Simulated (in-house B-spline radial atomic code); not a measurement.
Orbital energies and mean radii along the 43-electron series, configuration 1s2 2s2 2p6 3s2 3p6 3d10 4s2 4p6 4d3/2(4) 4d5/2(3). The effective charge is n√(-2ε), a non-relativistic measure. Computed with an all-electron radial atomic-structure program (B-spline basis): Dirac-Hartree-Fock, jj configuration that fills j = l - 1/2 first, finite nuclei.

```tsv
ion	Z	energy of 4s1/2 (Eh)	mean radius of 4s1/2 (bohr)	energy of 3p3/2 (Eh)	mean radius of 3p3/2 (bohr)	effective charge of 4s1/2
Xe11+	54	-15.342	0.70094	-42.748	0.30585	22.157
Cs12+	55	-16.926	0.6787	-45.891	0.29848	23.273
Ba13+	56	-18.584	0.65778	-49.154	0.29144	24.386
La14+	57	-20.316	0.63807	-52.536	0.2847	25.497
Ce15+	58	-22.12	0.61946	-56.036	0.27826	26.606
Pr16+	59	-23.999	0.60186	-59.655	0.27209	27.712
Nd17+	60	-25.951	0.58518	-63.393	0.26617	28.817
Pm18+	61	-27.977	0.56936	-67.248	0.26049	29.921
```

Problem. How does the screening of 4s1/2 change?

Solution. Z less the effective charge goes from 31.84 at Z = 54 to 31.08 at Z = 61.
